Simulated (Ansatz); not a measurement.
FH$_{2}$SbSe, SMILES `[F][SbH][SeH]`. Total charge 0; spin multiplicity 1. Sb: def2 effective core potential.

| atom | x (Å) | y (Å) | z (Å) |
| --- | --- | --- | --- |
| F1 | -1.277 | 1.042 | 1.151 |
| Sb2 | -0.261 | 1.103 | -0.480 |
| Se3 | 1.716 | -0.336 | 0.209 |
| H4 | -1.115 | -0.230 | -1.138 |
| H5 | 0.937 | -1.579 | 0.259 |

(1) What are the harmonic wavenumbers in cm⁻¹ at PBE0-D4/def2-TZVP (Ansatz, finite differences of forces, unscaled)? (Best estimate.)

(2) Is this a minimum?

(3) Give the ideal-gas thermochemistry at 298.15 K and 1 bar (rigid rotor, harmonic oscillator; point group C1, symmetry number 1).

(4) And at 400, 500, 600, 800 and 1000 K?

Answers

(1) Computed: 139, 217, 245, 554, 600, 649, 680, 1948, 2452.

(2) Yes, all 9 modes are real.

(3) Zero-point energy 44.8 kJ/mol; H(298) − E = 60.7 kJ/mol; entropy 325.8 J/(mol·K), of which translation 176.2, rotation 115.0, vibration 34.6; G(298) − E = -36.4 kJ/mol.

(4) 
```
T (K)  H − E (kJ/mol)  S (J/mol/K)  G − E (kJ/mol)
  400            68.5        348.3           -70.8
  500            76.7        366.6          -106.6
  600            85.4        382.3          -144.0
  800           103.5        408.4          -223.2
 1000           122.5        429.6          -307.1
```
